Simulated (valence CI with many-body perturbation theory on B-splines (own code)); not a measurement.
The numbers below are computed, except where a source is named.
## Sensitivity of CI+MBPT for Hf39+

Level of theory: valence CI with perturbative core correlation (CI+MBPT): five valence electrons over a frozen Dirac-Fock core [Ar] 3d10, a basis of 6 s, 6 p, 5 d, 3 f, 1 g functions for each j, with the one-electron correlation potential Σ1 (screened to all orders), the two-electron term Σ2, the three-electron term Σ3, Breit, model QED; selected single and double excitations, second order for the rest, scaled by the run's own slope (own B-spline code, finite nucleus).

No measured spectrum was set against this ion. As an estimate, large intervals hold to a few tenths of a per cent, small ones and those within an open d or f shell to about a per cent. Among the levels kept, up to 390 cm⁻¹ of a level comes from second order outside the variational space, and about a tenth of that is noise between levels of different J, which matters for small intervals.

The reference run has the lowest level (4s^2 4p1/2^2 4p3/2) J=3/2 and an ionisation energy of 1829.57 eV. Its largest variational space holds 10000 state functions.

Levels are named by their leading jj configuration (3d3/2^4 stands for four electrons in 3d with j = 3/2), which in mixed levels can hold well under half, so a name can repeat and another be missing. Letters in brackets count levels of one name in rising energy.

Changed runs:
A. scale of Σ1 1 → 0; scale of Σ2 1 → 0; three-electron term on → off
B. cutoff of virtual states (hartree) 10368 → 3240
C. hole-hole ladder in Σ2 on → off
D. Davidson tolerance 2e-05 → 0.03 (bad on purpose)

Excitation energies of the reference run in cm⁻¹, and shifts in cm⁻¹:

| Level | Reference | A | B | C | D |
| --- | --- | --- | --- | --- | --- |
| (4s^2 4p1/2 4p3/2^2) J=3/2 | 614827 | -4000 | -34 | -74 | +0.1 |
| (4s^2 4p1/2 4p3/2^2) J=5/2 | 657270 | -3261 | -34 | -32 | +0.2 |
| (4s^2 4p1/2 4p3/2^2) J=1/2 | 710469 | -2279 | -34 | +30 | +0.1 |
| (4s^2 4p1/2^2 4d3/2) J=3/2 | 1182280 | +2304 | -50 | -26 | +0.1 |
| (4s 4p1/2^2 4p3/2^2) J=5/2 | 1316850 | -2290 | -26 | -76 | +0.2 |
| (4s^2 4p3/2^3) J=3/2 | 1332840 | -6268 | -67 | -34 | +0.3 |
| (4s^2 4p1/2^2 4d5/2) J=5/2 | 1421940 | +3445 | -37 | -21 | +1.5 |
| (4s 4p1/2^2 4p3/2^2) J=1/2 | 1479880 | -405 | -6.6 | +26 | +0.1 |
| (4s 4p1/2^2 4p3/2^2) J=3/2 | 1497540 | +1749 | -10 | +1.1 | +0.2 |
| (4s^2 4p1/2 4p3/2 4d3/2) J=5/2 [a] | 1794990 | -1529 | -84 | -94 | +0.4 |
| (4s^2 4p1/2 4p3/2 4d3/2) J=3/2 [a] | 1795560 | -1403 | -83 | -100 | +0.2 |
| (4s^2 4p1/2 4p3/2 4d3/2) J=1/2 [a] | 1798740 | -1351 | -84 | -98 | 0 |
| Ionisation energy (eV) | 1829.57 | -1.44 | -0.01 | -0.032 | 0 |
